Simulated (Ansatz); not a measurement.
Born–Oppenheimer molecular dynamics of C$_{2}$H$_{7}$AlOSi (12 atoms, charge 0, multiplicity 1). It starts from a relaxed structure.

These are results of RHF/cc-pVDZ in Ansatz 0.2.0, not measurements.

- ensemble: NVE (velocity Verlet)
- time step: 0.5 fs
- steps asked: 500
- starting velocities drawn for: 1000 K
- seed: 854339

First frame:

```xyz
12
Properties=species:S:1:pos:R:3
C -0.931 1.001 0.797
O -0.884 -0.411 0.989
C 0.375 -1.008 0.753
Si 0.831 -0.845 -1.129
Al -0.362 1.299 -1.110
H -1.959 1.300 1.016
H -0.301 1.504 1.548
H 1.147 -0.542 1.381
H 0.288 -2.047 1.071
H 2.308 -0.868 -1.335
H 0.239 -1.976 -1.899
H -0.675 2.538 -2.047
```

(1) How far do the bonds stretch over the last three quarters of this one trajectory? (Pairs bonded in most of those frames.)

Answers

(1) 
```json
{"bond": "C1–O2", "mean (Å)": "1.432", "spread (Å)": "0.045", "shortest": "1.34", "longest": "1.51"}
{"bond": "C1–Al5", "mean (Å)": "2.026", "spread (Å)": "0.085", "shortest": "1.90", "longest": "2.21"}
{"bond": "C1–H6", "mean (Å)": "1.096", "spread (Å)": "0.014", "shortest": "1.07", "longest": "1.13"}
{"bond": "C1–H7", "mean (Å)": "1.109", "spread (Å)": "0.045", "shortest": "1.03", "longest": "1.19"}
{"bond": "O2–C3", "mean (Å)": "1.422", "spread (Å)": "0.038", "shortest": "1.35", "longest": "1.51"}
{"bond": "C3–Si4", "mean (Å)": "1.952", "spread (Å)": "0.048", "shortest": "1.87", "longest": "2.06"}
{"bond": "C3–H8", "mean (Å)": "1.106", "spread (Å)": "0.041", "shortest": "1.04", "longest": "1.18"}
{"bond": "C3–H9", "mean (Å)": "1.099", "spread (Å)": "0.044", "shortest": "1.02", "longest": "1.18"}
{"bond": "Si4–Al5", "mean (Å)": "2.456", "spread (Å)": "0.080", "shortest": "2.33", "longest": "2.63"}
{"bond": "Si4–H10", "mean (Å)": "1.496", "spread (Å)": "0.017", "shortest": "1.47", "longest": "1.53"}
{"bond": "Si4–H11", "mean (Å)": "1.496", "spread (Å)": "0.013", "shortest": "1.47", "longest": "1.53"}
{"bond": "Al5–H12", "mean (Å)": "1.592", "spread (Å)": "0.033", "shortest": "1.54", "longest": "1.64"}
```

Mean temperature of the second half: 494 K. The conserved energy stayed within 0.41 meV per atom of its start (net change 0.23 meV per atom), so the integration is sound. Over the second half the temperature averaged 0.49 of the 1000 K drawn at the start: a run that starts near a minimum puts about half its kinetic energy into the potential. A run of 0.25 ps of so small a system gives no equilibrium averages.

Time of the run: 23 min on 2 threads of Arm Neoverse N1, on a shared host, peak memory 0.23 GiB.
